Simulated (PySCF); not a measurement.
Gas-phase reaction: GeH3F + 3 Cl → GeHCl3 + H + HF

Computed with PySCF (xtb for GFN2) and rigid-rotor harmonic-oscillator thermochemistry at 1 bar. † marks an energy on the PBE0/def2-TZVP geometry and frequencies; other levels use their own. MP2 and CCSD(T) freeze the core. 6-31G* has spherical d functions here. Open shells (unrestricted): Cl (multiplicity 2), H (multiplicity 2); the rest are closed-shell singlets. GFN2 has no spin-polarisation term. Spin-orbit splitting is ignored; it lowers the true energy and changes the entropy of Cl. B3LYP is the form with VWN-RPA correlation. Ge: all electrons, no relativistic terms. MP2 isn't extrapolated to the basis-set limit. CCSD(T) isn't extrapolated to the basis-set limit.

| level | ΔH°(298 K), kJ |
|---|---|
| B3LYP/6-31G* | -447 |
| B3LYP/def2-TZVP† | … |
| BLYP/def2-TZVP† | -495 |
| CCSD(T)/def2-SVP† | … |
| GFN2-xTB | -481 |
| HF/def2-TZVP† | -360 |
| M06-2X/def2-TZVP† | … |
| MP2/def2-SVP† | … |
| MP2/def2-TZVPP† | -596 |
| PBE0/def2-SVP† | -539 |
| PBE0/def2-TZVP | -560 |

Problem. Fill in the missing entries.

Solution. 
- B3LYP/def2-TZVP†, ΔH°(298 K), kJ: -498
- CCSD(T)/def2-SVP†, ΔH°(298 K), kJ: -465
- M06-2X/def2-TZVP†, ΔH°(298 K), kJ: -569
- MP2/def2-SVP†, ΔH°(298 K), kJ: -516
